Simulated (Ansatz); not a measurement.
System: GeH2F, charge 0, doublet. GeH2F (SMILES [F][GeH2], doublet).
B3LYP-D3(BJ)/def2-TZVP minimum from Ansatz (a program for electronic structure):
```
Ge
F 1 1.7587
H 1 1.5548 2 105.00
H 1 1.5548 3 113.00 2 113.87
```
Charge 0, spin multiplicity 2.

Total energies in aug-cc-pVDZ, 13 correlated electrons, 15 frozen orbitals. Open shells are spin-unrestricted; no spin-orbit coupling. Cores are frozen in correlated methods (noble-gas shells, and filled d and f shells in the p block). No relativity.

| method | program | energy (Eh) | minus CCSDT(Q) (mEh) |
|---|---|---|---|
| HF | Ansatz | -2175.94679 | 323.72 |
| MP2 | Ansatz | -2176.24321 | 27.31 |
| CCSD | Ansatz | -2176.26163 | 8.88 |
| CCSD(T) | Ansatz | -2176.26925 | 1.27 |
| CCSDT(Q) | Ansatz | -2176.27052 | 0.00 |

Rough core times of Ansatz's runs on a shared machine: CCSD(T) under 20 s, CCSDT(Q) 4 min.
